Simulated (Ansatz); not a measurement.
**Molecular dynamics, step by step**

SiNH₇O₂, singlet, PBE0-D4/def2-SVP (Ansatz 0.2.0). Settings (timestep in fs, temperature in K; T counts 27 degrees of freedom):

```yaml
hamiltonian: {xc: pbe0, dispersion: d4}
md: {n_steps: 60, timestep: 0.5, temperature: 700, ensemble: nvt_nose_hoover, seed: 794, initial_velocities: maxwell_boltzmann}
```

Start, the saddle point found with PBE0-D4 in triple zeta (not stationary at another level):

```
11
angstrom
Si -0.5972 0.5409 -0.1482
N -0.2916 -1.2215 0.3933
H -0.6585 0.6030 -1.6342
H -2.0493 0.6324 0.2248
O -0.0555 1.7231 0.8556
H 0.8182 -0.9587 0.0209
O 1.4320 0.1013 -0.4127
H -0.4359 -1.3929 1.3811
H -0.7935 -1.9205 -0.1404
H 0.9016 1.8003 0.7840
H 1.7296 0.0926 -1.3241
```

```csv
step,time (fs),potential energy less the start (meV),kinetic energy (meV),T (K)
0,0.00,0.0,814.3,700
4,2.00,214.8,602.6,518
8,4.00,339.2,477.3,410
12,6.00,409.6,408.0,351
16,8.00,317.4,499.8,430
20,10.00,261.1,556.1,478
24,12.00,308.5,511.0,439
28,14.00,206.2,613.2,527
32,16.00,161.8,659.6,567
36,18.00,22.3,800.0,688
40,20.00,-79.3,903.3,776
44,22.00,-80.2,906.5,779
48,24.00,-94.7,922.6,793
52,26.00,-57.6,888.2,763
56,28.00,-109.3,939.9,808
60,30.00,-71.2,905.1,778
```

Step 4, positions (Å) and forces (eV/Å):

```csv
atom,x,y,z,Fx,Fy,Fz
Si1,-0.582,0.538,-0.140,0.054,-0.054,-1.666
N2,-0.301,-1.219,0.391,-0.381,-1.575,-3.385
H3,-0.725,0.603,-1.655,0.181,-0.046,0.333
H4,-1.994,0.622,0.230,-0.897,0.000,0.286
O5,-0.060,1.726,0.851,0.182,0.606,0.601
H6,0.751,-0.993,-0.018,0.617,0.199,0.814
O7,1.424,0.112,-0.408,-0.309,-0.083,0.057
H8,-0.477,-1.366,1.337,-0.223,-0.572,2.322
H9,-0.722,-1.995,-0.192,0.232,1.255,0.980
H10,0.890,1.805,0.732,0.424,0.049,0.025
H11,1.695,0.029,-1.322,0.121,0.221,-0.368
```

Step 28, positions (Å) and forces (eV/Å):

```csv
atom,x,y,z,Fx,Fy,Fz
Si1,-0.513,0.520,-0.142,-0.746,0.767,0.280
N2,-0.349,-1.281,0.347,0.912,-1.578,2.818
H3,-0.841,0.576,-1.562,0.057,0.059,-0.850
H4,-1.983,0.535,0.419,0.575,-0.009,-0.253
O5,-0.048,1.776,0.847,0.717,0.263,-0.151
H6,0.718,-1.101,0.459,-0.768,-0.850,-1.120
O7,1.359,0.175,-0.398,-0.449,0.322,-0.665
H8,-0.652,-1.482,1.331,-0.337,0.215,-1.082
H9,-0.628,-2.093,-0.229,0.401,0.598,0.093
H10,0.884,1.938,0.598,-0.368,-0.034,0.334
H11,1.522,-0.099,-1.322,0.005,0.247,0.598
```

Step 52, positions (Å) and forces (eV/Å):

```tsv
atom	x	y	z	Fx	Fy	Fz
Si1	-0.457	0.535	-0.169	0.808	0.902	1.603
N2	-0.355	-1.454	0.424	-2.459	0.376	0.855
H3	-0.757	0.571	-1.632	-0.395	0.039	-0.229
H4	-1.874	0.435	0.491	0.537	0.071	-0.507
O5	-0.013	1.848	0.844	-1.217	-0.291	-0.200
H6	0.596	-1.715	0.590	0.885	-0.022	1.150
O7	1.252	0.259	-0.410	0.272	-0.232	0.068
H8	-1.128	-1.663	1.136	1.934	0.035	-1.030
H9	-0.551	-1.972	-0.407	-0.721	-0.572	-0.943
H10	0.906	2.096	0.721	0.197	-0.204	-0.212
H11	1.463	-0.008	-1.298	0.159	-0.102	-0.555
```

Last step (60):

```
11
angstrom
Si -0.4238 0.5513 -0.1716
N -0.3720 -1.5219 0.4504
H -0.8011 0.5738 -1.6018
H -1.8590 0.4193 0.4360
O -0.0162 1.8690 0.8398
H 0.5362 -1.9246 0.7552
O 1.2157 0.2844 -0.4195
H -1.0988 -1.7474 1.0401
H -0.5567 -1.9185 -0.5028
H 0.9204 2.0797 0.7245
H 1.4653 0.0370 -1.3224
```

The run took about 51 s on 4 CPU threads of an Arm Neoverse V2 (shared host).
